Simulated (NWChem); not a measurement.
All runs are NWChem calculations. System: aminoborane (H4BN), charge 0, spin multiplicity 1, at a geometry optimised with B3LYP/def2-SVP. Level: PBE0/def2-TZVPP.

Job file:

```
start mol
memory heap 200 mb stack 900 mb global 1100 mb
geometry units angstroms nocenter noautoz
  B      0.000000     0.000000     0.777801
  N      0.000000     0.000000    -0.611873
  H     -1.055090     0.000000     1.366102
  H      1.055090     0.000000     1.366102
  H      0.847097     0.000000    -1.169051
  H     -0.847097     0.000000    -1.169051
  symmetry group C2v
end
basis spherical
  * library def2-tzvpp
end
dft
  xc pbe0
  semidirect memsize 60000000 filesize 0
  iterations 100
end
task dft energy
```

NWChem printed:

```
             Northwest Computational Chemistry Package (NWChem) 7.3.0
             --------------------------------------------------------

                                NWChem Input Module
                                -------------------

 Scaling coordinates for geometry "geometry" by  1.889725989
 (inverse scale =  0.529177249)

 Turning off AUTOSYM since
 SYMMETRY directive was detected!

                             Geometry "geometry" -> ""
                             -------------------------

 Output coordinates in angstroms (scale by  1.889725989 to convert to a.u.)

  No.       Tag          Charge          X              Y              Z
 ---- ---------------- ---------- -------------- -------------- --------------
    1 B                    5.0000     0.00000000     0.00000000     0.77780100
    2 N                    7.0000     0.00000000     0.00000000    -0.61187300
    3 H                    1.0000    -1.05509000     0.00000000     1.36610200
    4 H                    1.0000     1.05509000     0.00000000     1.36610200
    5 H                    1.0000     0.84709700     0.00000000    -1.16905100
    6 H                    1.0000    -0.84709700     0.00000000    -1.16905100

 Effective nuclear repulsion energy (a.u.)      32.1253324719

            Nuclear Dipole moment (a.u.)
            ----------------------------
        X                 Y               Z
 ---------------- ---------------- ----------------
     0.0000000000     0.0000000000    -0.0000075589

      Symmetry information
      --------------------

 Group name             C2v
 Group number             16
 Group order               4
 No. of unique centers     4

      Symmetry unique atoms

     1    2    3    5


 Summary of "ao basis" -> "" (spherical)
 ------------------------------------------------------------------------------
       Tag                 Description            Shells   Functions and Types
 ---------------- ------------------------------  ------  ---------------------
 *                         def2-tzvpp                 on all atoms

                                 NWChem DFT Module
                                 -----------------

 Summary of "ao basis" -> "ao basis" (spherical)
 ------------------------------------------------------------------------------
       Tag                 Description            Shells   Functions and Types
 ---------------- ------------------------------  ------  ---------------------
 B                         def2-tzvpp               11       31   5s3p2d1f
 N                         def2-tzvpp               11       31   5s3p2d1f
 H                         def2-tzvpp                6       14   3s2p1d

 Summary of "ao basis" -> "ao basis" (spherical)
 ------------------------------------------------------------------------------
       Tag                 Description            Shells   Functions and Types
 ---------------- ------------------------------  ------  ---------------------
 B                         def2-tzvpp               11       31   5s3p2d1f
 N                         def2-tzvpp               11       31   5s3p2d1f
 H                         def2-tzvpp                6       14   3s2p1d

      Symmetry analysis of basis
      --------------------------

        a1         48
        a2         14
        b1         34
        b2         22

            General Information
            -------------------
          SCF calculation type: DFT
          Wavefunction type:  closed shell.
          No. of atoms     :     6
          No. of electrons :    16
           Alpha electrons :     8
            Beta electrons :     8
          Charge           :     0
          Spin multiplicity:     1
          Use of symmetry is: on ; symmetry adaption is: on
          Maximum number of iterations: 100
          AO basis - number of functions:   118
                     number of shells:    46
          Convergence on energy requested:  1.00D-06
          Convergence on density requested:  1.00D-05
          Convergence on gradient requested:  5.00D-04

              XC Information
              --------------
                         PBE0 Method XC Functional
                     Hartree-Fock (Exact) Exchange  0.250
          PerdewBurkeErnzerhof Exchange Functional  0.750
            Perdew 1991 LDA Correlation Functional  1.000 local
           PerdewBurkeErnz. Correlation Functional  1.000 non-local

             Grid Information
             ----------------
          Grid used for XC integration:  medium
          Radial quadrature: Mura-Knowles
          Angular quadrature: Lebedev.
          Tag              B.-S. Rad. Rad. Pts. Rad. Cut. Ang. Pts.
          ---              ---------- --------- --------- ---------
          B                   0.85       49           8.0       434
          N                   0.65       49           8.0       434
          H                   0.35       45          10.0       434
          Grid pruning is: on
          Number of quadrature shells:   188
          Spatial weights used:  Erf1

          Convergence Information
          -----------------------
          Convergence aids based upon iterative change in
          total energy or number of iterations.
          Levelshifting, if invoked, occurs when the
          HOMO/LUMO gap drops below (HL_TOL):  1.00D-02
          DIIS, if invoked, will attempt to extrapolate
          using up to (NFOCK): 10 stored Fock matrices.

                    Damping( 0%)  Levelshifting(0.5)       DIIS
                  --------------- ------------------- ---------------
          dE  on:    start            ASAP                start
          dE off:    2 iters        100 iters           100 iters

      Screening Tolerance Information
      -------------------------------
          Density screening/tol_rho:  1.00D-10
          AO Gaussian exp screening on grid/accAOfunc:  14
          CD Gaussian exp screening on grid/accCDfunc:  20
          XC Gaussian exp screening on grid/accXCfunc:  20
          Schwarz screening/accCoul:  1.00D-08

      Superposition of Atomic Density Guess
      -------------------------------------

 Sum of atomic energies:         -80.84550147

      Non-variational initial energy
      ------------------------------

 Total energy =     -81.788934
 1-e energy   =    -170.936824
 2-e energy   =      57.022557
 HOMO         =      -0.386456
 LUMO         =       0.015611

      Symmetry analysis of molecular orbitals - initial
      -------------------------------------------------

  Numbering of irreducible representations:

     1 a1          2 a2          3 b1          4 b2

  Orbital symmetries:

     1 a1          2 a1          3 a1          4 a1          5 b1
     6 a1          7 b2          8 b1          9 b2         10 a1
    11 b1         12 a1         13 a1         14 a1         15 b2
    16 b1         17 b1         18 a1

------------------------------------------------------------
EAF file 0: "./mol.aoints.0" size=524288 bytes
------------------------------------------------------------
               write      read    awrite     aread      wait
               -----      ----    ------     -----      ----
     calls:        1         0         0         0         0
   data(b): 5.24e+05  0.00e+00  0.00e+00  0.00e+00
   time(s): 0.00e+00  0.00e+00  0.00e+00  0.00e+00  0.00e+00
rate(mb/s): 0.00e+00  0.00e+00
------------------------------------------------------------

   convergence    iter        energy       DeltaE   RMS-Dens  Diis-err    time
 ---------------- ----- ----------------- --------- --------- ---------  ------
 d= 0,ls=0.0,diis     1    -81.9352521689 -1.14D+02  5.62D-03  2.97D-01     0.7
 d= 0,ls=0.0,diis     2    -81.9452934745 -1.00D-02  1.71D-03  1.87D-01     0.8
 d= 0,ls=0.0,diis     3    -81.9605539852 -1.53D-02  5.70D-04  3.97D-02     0.9
 d= 0,ls=0.0,diis     4    -81.9646861152 -4.13D-03  6.28D-05  1.96D-04     1.0
 d= 0,ls=0.0,diis     5    -81.9647063600 -2.02D-05  2.12D-05  1.07D-05     1.1
  Resetting Diis
 d= 0,ls=0.0,diis     6    -81.9647078612 -1.50D-06  3.96D-06  6.74D-07     1.2
 d= 0,ls=0.0,diis     7    -81.9647079647 -1.03D-07  4.44D-07  2.86D-09     1.3

         Total DFT energy =      -81.964707964664
      One electron energy =     -173.149202643729
           Coulomb energy =       71.416793036761
    Exchange-Corr. energy =      -12.357630829575
 Nuclear repulsion energy =       32.125332471879

 Numeric. integr. density =       16.000000427739

     Total iterative time =      1.1s

                  Occupations of the irreducible representations
                  ----------------------------------------------

                     irrep           alpha         beta
                     --------     --------     --------
                     a1                5.0          5.0
                     a2                0.0          0.0
                     b1                2.0          2.0
                     b2                1.0          1.0

                       DFT Final Molecular Orbital Analysis
                       ------------------------------------

 Vector    6  Occ=2.000000D+00  E=-4.037537D-01  Symmetry=a1
              MO Center=  3.3D-15, -4.1D-30,  8.8D-01, r^2= 1.8D+00
   Bfn.  Coefficient  Atom+Function         Bfn.  Coefficient  Atom+Function
  ----- ------------  ---------------      ----- ------------  ---------------
     8      0.277712  1 B  pz                39     -0.214921  2 N  pz
     4      0.169530  1 B  s                 64      0.169813  3 H  s
    78      0.169813  4 H  s                 42     -0.147854  2 N  pz
    11      0.145240  1 B  pz                 3      0.115551  1 B  s
    63      0.110937  3 H  s                 77      0.110937  4 H  s

 Vector    7  Occ=2.000000D+00  E=-3.273969D-01  Symmetry=b1
              MO Center= -1.3D-15,  2.4D-31,  1.0D+00, r^2= 1.9D+00
   Bfn.  Coefficient  Atom+Function         Bfn.  Coefficient  Atom+Function
  ----- ------------  ---------------      ----- ------------  ---------------
     6      0.295012  1 B  px                64     -0.212552  3 H  s
    78      0.212552  4 H  s                  9      0.210146  1 B  px
    63     -0.143480  3 H  s                 77      0.143480  4 H  s
    65     -0.141637  3 H  s                 79      0.141637  4 H  s
    37     -0.088354  2 N  px                92     -0.087771  5 H  s

 Vector    8  Occ=2.000000D+00  E=-3.189427D-01  Symmetry=b2
              MO Center= -4.8D-16,  1.1D-15, -4.1D-01, r^2= 1.2D+00
   Bfn.  Coefficient  Atom+Function         Bfn.  Coefficient  Atom+Function
  ----- ------------  ---------------      ----- ------------  ---------------
    38      0.391227  2 N  py                41      0.343056  2 N  py
    44      0.267986  2 N  py                 7      0.166113  1 B  py
    10      0.105516  1 B  py                13      0.056190  1 B  py

 Vector    9  Occ=0.000000D+00  E= 7.509223D-03  Symmetry=b2
              MO Center=  1.1D-16, -9.3D-15,  7.6D-01, r^2= 3.1D+00
   Bfn.  Coefficient  Atom+Function         Bfn.  Coefficient  Atom+Function
  ----- ------------  ---------------      ----- ------------  ---------------
    13      0.630731  1 B  py                44     -0.409039  2 N  py
    10      0.350565  1 B  py                 7      0.309871  1 B  py
    38     -0.210881  2 N  py                41     -0.162611  2 N  py
    70      0.034459  3 H  py                84      0.034459  4 H  py

 Vector   10  Occ=0.000000D+00  E= 3.536369D-02  Symmetry=a1
              MO Center= -1.0D-13, -5.7D-15, -1.0D+00, r^2= 5.1D+00
   Bfn.  Coefficient  Atom+Function         Bfn.  Coefficient  Atom+Function
  ----- ------------  ---------------      ----- ------------  ---------------
    36      2.625310  2 N  s                  5     -0.904674  1 B  s
    93     -0.901310  5 H  s                107     -0.901310  6 H  s
    11      0.630773  1 B  pz                14      0.576152  1 B  pz
    35      0.327283  2 N  s                 92     -0.241699  5 H  s
   106     -0.241699  6 H  s                 22     -0.196917  1 B  d  0

 Vector   11  Occ=0.000000D+00  E= 7.932443D-02  Symmetry=b1
              MO Center=  1.2D-13,  7.1D-17, -6.6D-01, r^2= 6.7D+00
   Bfn.  Coefficient  Atom+Function         Bfn.  Coefficient  Atom+Function
  ----- ------------  ---------------      ----- ------------  ---------------
    43      1.493532  2 N  px                93     -1.355425  5 H  s
   107      1.355425  6 H  s                 12     -1.226932  1 B  px
    65     -0.493948  3 H  s                 79      0.493948  4 H  s
    92     -0.449444  5 H  s                106      0.449444  6 H  s
    40      0.334485  2 N  px                23     -0.226837  1 B  d  1

 center of mass
 --------------
 x =   0.00000000 y =   0.00000000 z =   0.02551443

 moments of inertia (a.u.)
 ------------------
          65.757829751049           0.000000000000           0.000000000000
           0.000000000000          78.935872360650           0.000000000000
           0.000000000000           0.000000000000          13.178042609601

     Multipole analysis of the density
     ---------------------------------

     L   x y z        total         alpha         beta         nuclear
     -   - - -        -----         -----         ----         -------
     0   0 0 0     -0.000000     -8.000000     -8.000000     16.000000

     1   1 0 0     -0.000000     -0.000000     -0.000000      0.000000
     1   0 1 0     -0.000000     -0.000000     -0.000000      0.000000
     1   0 0 1     -0.781530     -0.390761     -0.390761     -0.000008

     2   2 0 0     -9.826384    -11.451054    -11.451054     13.075725
     2   1 1 0     -0.000000     -0.000000     -0.000000      0.000000
     2   1 0 1     -0.000000     -0.000000     -0.000000      0.000000
     2   0 2 0    -11.125007     -5.562504     -5.562504      0.000000
     2   0 1 1      0.000000      0.000000      0.000000      0.000000
     2   0 0 2     -9.832576    -26.541621    -26.541621     43.250666

 Task  times  cpu:        1.3s     wall:        1.3s

 Total times  cpu:        1.3s     wall:        1.3s
```
